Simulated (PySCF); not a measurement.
**[Ti(NH2)4] (charge 0, multiplicity 1)**

All values below come from PBE-D3(BJ)/def2-TZVP // BP86-D3(BJ)/def2-SVP run with PySCF.

```yaml
HOMO: -5.42 eV
dipole_moment: 0.00 D
HOMO–LUMO gap: 3.71 eV
LUMO: -1.71 eV
charge on the central atom (Mulliken): 1.45 e
charge on the central atom (meta-Löwdin): 1.12 e
total_energy: -1073.0502 Ha
cost: around 3 core-minutes (rough)
```

```xyz
13

Ti    -0.0426     0.0994     0.0258
N      1.8252    -0.0657    -0.2751
H      2.4244    -0.8750    -0.0792
H      2.4103     0.7325    -0.5525
N     -0.6485    -1.3340     1.1142
H     -0.8638    -2.2630     0.7307
H     -0.9302    -1.2995     2.1000
N     -0.3768     1.7547     0.8943
H     -1.0871     2.4565     0.6592
H      0.2484     2.1319     1.6177
N     -0.9711     0.0411    -1.6296
H     -0.5786     0.1116    -2.5748
H     -1.9674    -0.2038    -1.6918
```
